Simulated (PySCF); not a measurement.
C₄H₉PSe.
Structure used (PBE0-D3(BJ)/def2-SVP), in Å, numbered top down from 1:
```xyz
15
C4H9PSe angstrom
C      2.8648    0.0845   -0.2509
C      1.6634   -0.0104   -0.8187
P      0.1922    0.7262   -0.0567
Se     0.4988    1.7856    1.7256
C     -1.0022   -0.6632    0.0363
C     -2.3745   -0.2386    0.5295
H      3.7491   -0.3712   -0.7062
H      2.9855    0.6311    0.6925
H      1.5114   -0.5462   -1.7642
H     -0.3449    1.4952   -1.1319
H     -0.5371   -1.3930    0.7192
H     -1.0459   -1.1260   -0.9649
H     -2.8514    0.4729   -0.1624
H     -3.0374   -1.1113    0.6251
H     -2.2964    0.2485    1.5129
```

Method used: core-valence-separated Tamm–Dancoff BHandHLYP/aug-pcX-1 (pcseg-1 on H, def2-SVPD on Se, def2-SVPD on P) in PySCF, non-relativistic, gas phase, PBE0-D3(BJ)/def2-SVP geometry. BHandHLYP without relativity tends to put these K edges a few eV too low, so spacings mean more than positions.

The lowest roots of each edge with f over 0.003 (five at most, numbered afresh; weaker and dark ones are left out), with transition dipoles (au) in the frame of the coordinates:

| root | edge | E (eV) | μx | μy | μz |
| --- | --- | --- | --- | --- | --- |
| 1 | C | 282.10 | 0.0169 | 0.0820 | -0.0498 |
| 2 | C | 282.66 | 0.0150 | 0.0741 | -0.0445 |
| 3 | C | 285.58 | 0.0371 | 0.0016 | 0.0073 |
| 4 | C | 285.66 | 0.0403 | 0.0553 | -0.0013 |
| 5 | C | 285.95 | 0.0047 | -0.0371 | -0.0329 |

Question: What are the oscillator strengths?

Answer: f = (2/3) ΔE |μ|², with ΔE in hartree (27.2114 eV):

```csv
root,ΔE (Eh),|μ|² (au),f,core hole on
1,10.3669,0.009490,0.066,C1
2,10.3877,0.007696,0.053,C2
3,10.4948,0.001432,0.010,C6
4,10.4977,0.004684,0.033,C5
5,10.5087,0.002481,0.017,C5
```

Question: Molecules are fixed in this frame and the field points along (1, 0, −1)/√2. What effective strengths 3 f cos²θ do the roots have (θ between field and μ)?

Answer: root 1 (C1): 0.046, root 2 (C2): 0.037, root 3 (C6): 0.009, root 4 (C5): 0.018, root 5 (C5): 0.015. Root 1 is the strongest. Averaged over all orientations cos²θ is 1/3, which gives f back.

 Relativistic effects, spin–orbit coupling among them, are left out although an element past zinc is present.

One conformer stands for the species.
